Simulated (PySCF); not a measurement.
Gas-phase reaction: 2 InBr3 + 4 HCl ⇌ 2 InH2Cl + 3 Br2 + Cl2

Energies from PySCF, thermal terms from the rigid-rotor harmonic-oscillator model, ideal gas at 1 bar. † marks an energy on the PBE0/def2-TZVP geometry and frequencies; other levels use their own. MP2 and CCSD(T) freeze the core. All species are closed-shell singlets. In: scalar-relativistic def2 core potential, no spin-orbit coupling. Br: all electrons, no relativistic terms. InH2Cl: computed as isolated molecules; such fragments, hydroxides, amides, oligomers or adducts are transient or little studied in the gas. MP2 isn't extrapolated to the basis-set limit; its ΔH°(298 K) is 1113.7 kJ in def2-SVP and 1054.0 kJ in def2-TZVPP. CCSD(T) isn't extrapolated to the basis-set limit; its ΔH°(298 K) is 1049.9 kJ in def2-SVP and 1000.1 kJ in def2-TZVPP. The harmonic model lacks anharmonicity and excited electronic states, which grow with temperature; levels with a mode under 35 cm⁻¹ are left out. Soft modes under 120 cm⁻¹ make the harmonic entropy rough for InBr3.

```json
[
 {"level": "BLYP/def2-TZVP†", "ΔE electronic, kJ": "884", "ΔH°(298 K), kJ": "866", "ΔS°(298 K), J/K": "13", "ΔG°(1000 K), kJ": "858"},
 {"level": "CCSD(T)/def2-SVP†", "ΔE electronic, kJ": "1068", "ΔH°(298 K), kJ": "1050", "ΔS°(298 K), J/K": "13", "ΔG°(1000 K), kJ": "1042"},
 {"level": "HF/def2-TZVP†", "ΔE electronic, kJ": "1060", "ΔH°(298 K), kJ": "1042", "ΔS°(298 K), J/K": "13", "ΔG°(1000 K), kJ": "1034"},
 {"level": "MP2/def2-SVP†", "ΔE electronic, kJ": "1131", "ΔH°(298 K), kJ": "1114", "ΔS°(298 K), J/K": "13", "ΔG°(1000 K), kJ": "1105"},
 {"level": "MP2/def2-TZVPP†", "ΔE electronic, kJ": "1072", "ΔH°(298 K), kJ": "1054", "ΔS°(298 K), J/K": "13", "ΔG°(1000 K), kJ": "1046"},
 {"level": "PBE/def2-SVP", "ΔE electronic, kJ": "923", "ΔH°(298 K), kJ": "904", "ΔS°(298 K), J/K": "13", "ΔG°(1000 K), kJ": "894"},
 {"level": "r2SCAN/def2-TZVP†", "ΔE electronic, kJ": "984", "ΔH°(298 K), kJ": "966", "ΔS°(298 K), J/K": "13", "ΔG°(1000 K), kJ": "958"},
 {"level": "LDA/def2-TZVP†", "ΔE electronic, kJ": "918", "ΔH°(298 K), kJ": "900", "ΔS°(298 K), J/K": "13", "ΔG°(1000 K), kJ": "892"}
]
```
ΔH° is lowest at BLYP/def2-TZVP† and highest at MP2/def2-SVP†. No reference value is set beside these.
